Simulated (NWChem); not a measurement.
System: MgNH₂Cl; SMILES [NH2][Mg][Cl]

Here is an NWChem input.

```
start job
memory heap 200 mb stack 900 mb global 1100 mb
geometry units angstroms
  Mg    -0.101154    -0.294831    -0.059895
  Cl     0.374290     1.859076     0.057197
  N     -0.503379    -2.130608    -0.160389
  H      0.048089    -2.837889    -0.633470
  H     -1.313442    -2.587583     0.243872
end
basis spherical
  Mg library 3-21g
  Cl library 3-21g
  N library 3-21g
  H library 3-21g
end
dft
  xc hfexch
  iterations 150
end
driver
  maxiter 120
end
task dft optimize
task dft freq
```

Excerpt of the output:

```
             Northwest Computational Chemistry Package (NWChem) 7.3.0
             --------------------------------------------------------

 C2V symmetry detected

                             Geometry "geometry" -> ""
                             -------------------------

 Output coordinates in angstroms (scale by  1.889725989 to convert to a.u.)

  No.       Tag          Charge          X              Y              Z
 ---- ---------------- ---------- -------------- -------------- --------------
    1 Mg                  12.0000     0.00000000     0.00000000    -0.51099931
    2 Cl                  17.0000     0.00000000     0.00000000     1.69786264
    3 N                    7.0000     0.00000000     0.00000000    -2.39300823
    4 H                    1.0000     0.00000000     0.81947338    -2.99030783
    5 H                    1.0000     0.00000000    -0.81947338    -2.99030783

 Effective nuclear repulsion energy (a.u.)     104.1573029193

      Symmetry information
      --------------------

 Group name             C2v
 Group number             16
 Group order               4
 No. of unique centers     4

                                Z-matrix (autoz)
                                --------

 Units are Angstrom for bonds and degrees for angles

      Type          Name      I     J     K     L     M      Value
      ----------- --------  ----- ----- ----- ----- ----- ----------
    1 Stretch                  1     2                       2.20886
    2 Stretch                  1     3                       1.88201
    3 Stretch                  3     4                       1.01405
    4 Stretch                  3     5                       1.01405
    5 Bend                     1     3     4               126.08764
    6 Bend                     1     3     5               126.08764
    7 Bend                     2     3     4               126.08764
    8 Bend                     2     3     5               126.08764
    9 Bend                     4     3     5               107.82471
   10 Torsion                  1     3     4     5         180.00000
   11 Torsion                  1     3     5     4         180.00000
   12 Torsion                  2     1     4     3         180.00000
   13 Torsion                  2     1     5     3         180.00000

  xc_inp: hfexch multiplicative factor not found.

                           NWChem Geometry Optimization
                           ----------------------------

[...]

      ----------------------
      Optimization converged
      ----------------------

  Step       Energy      Delta E   Gmax     Grms     Xrms     Xmax
  ---- ---------------- -------- -------- -------- -------- --------
@    4    -711.18274199 -9.4D-07  0.00022  0.00007  0.00043  0.00102
                                     ok       ok       ok       ok

                                Z-matrix (autoz)
                                --------

 Units are Angstrom for bonds and degrees for angles

      Type          Name      I     J     K     L     M      Value     Gradient
      ----------- --------  ----- ----- ----- ----- ----- ---------- ----------
    1 Stretch                  1     2                       2.27024   -0.00007
    2 Stretch                  1     3                       1.85772   -0.00022
    3 Stretch                  3     4                       1.00691    0.00000
    4 Stretch                  3     5                       1.00691    0.00000
    5 Bend                     1     3     4               126.02381    0.00003
    6 Bend                     1     3     5               126.02381    0.00003
    7 Bend                     2     3     4               126.02381    0.00003
    8 Bend                     2     3     5               126.02381    0.00003
    9 Bend                     4     3     5               107.95238   -0.00006
   10 Torsion                  1     3     4     5         180.00000    0.00000
   11 Torsion                  1     3     5     4         180.00000    0.00000
   12 Torsion                  2     1     4     3         180.00000    0.00000
   13 Torsion                  2     1     5     3         180.00000    0.00000

[...]

 Rotational Constants
 --------------------
 A=  12.611092 cm-1  ( 18.144143 K)
 B=   0.080520 cm-1  (  0.115847 K)
 C=   0.080009 cm-1  (  0.115112 K)

 Temperature                      =   298.15K
 frequency scaling parameter      =   1.0000

 Zero-Point correction to Energy  =   17.003 kcal/mol  (  0.027096 au)
 Thermal correction to Energy     =   20.085 kcal/mol  (  0.032007 au)
 Thermal correction to Enthalpy   =   20.677 kcal/mol  (  0.032951 au)

 Total Entropy                    =   68.335 cal/mol-K
   - Translational                =   38.842 cal/mol-K (mol. weight =  74.9726)
   - Rotational                   =   21.125 cal/mol-K (symmetry #  =        2)
   - Vibrational                  =    8.368 cal/mol-K

 Cv (constant volume heat capacity) =   13.824 cal/mol-K
   - Translational                  =    2.979 cal/mol-K
   - Rotational                     =    2.979 cal/mol-K
   - Vibrational                    =    7.865 cal/mol-K

[normal modes left out]

 ----------------------------------------------------------------------------
 Normal Eigenvalue ||           Projected Infra Red Intensities
  Mode   [cm**-1]  || [atomic units] [(debye/angs)**2] [(KM/mol)] [arbitrary]
 ------ ---------- || -------------- ----------------- ---------- -----------
    1       -0.000 ||    0.001939           0.045         1.891       0.373
    2       -0.000 ||    0.001170           0.027         1.140       0.225
    3        0.000 ||    0.000000           0.000         0.000       0.000
    4        0.000 ||    0.000417           0.010         0.406       0.080
    5        0.000 ||    0.001703           0.039         1.660       0.327
    6        0.000 ||    0.001801           0.042         1.756       0.346
    7      104.798 ||    0.054336           1.254        52.969      10.437
    8      121.655 ||    0.053048           1.224        51.714      10.190
    9      391.240 ||    0.016012           0.369        15.609       3.076
   10      641.768 ||    0.368664           8.505       359.392      70.814
   11      656.095 ||    0.149383           3.446       145.626      28.694
   12      822.272 ||    0.105865           2.442       103.202      20.335
   13     1773.823 ||    0.025540           0.589        24.898       4.906
   14     3655.964 ||    0.000215           0.005         0.210       0.041
   15     3731.723 ||    0.000818           0.019         0.797       0.157
 ----------------------------------------------------------------------------
```

Level: Hartree-Fock/3-21G.
